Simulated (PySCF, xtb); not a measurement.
BH2O2, SMILES O[B]O, multiplicity 2. The values are those of a single conformer.

Harmonic wavenumbers (cm⁻¹) from GFN2-xTB in xtb at its own minimum, in rising order: 428, 469, 578, 847, 929, 1152, 1264, 3323, 3341.

What does PBE-D3(BJ)/def2-TZVP run with PySCF 2.14.0 give at its own minimum? (Estimate from the structure and the level; the computed values follow.)

380, 450, 546, 868, 937, 1136, 1427, 3508, 3519. Paired by order, the mean absolute difference is 74 cm⁻¹ and the zero-point energies are 17.6 and 18.3 kcal/mol.
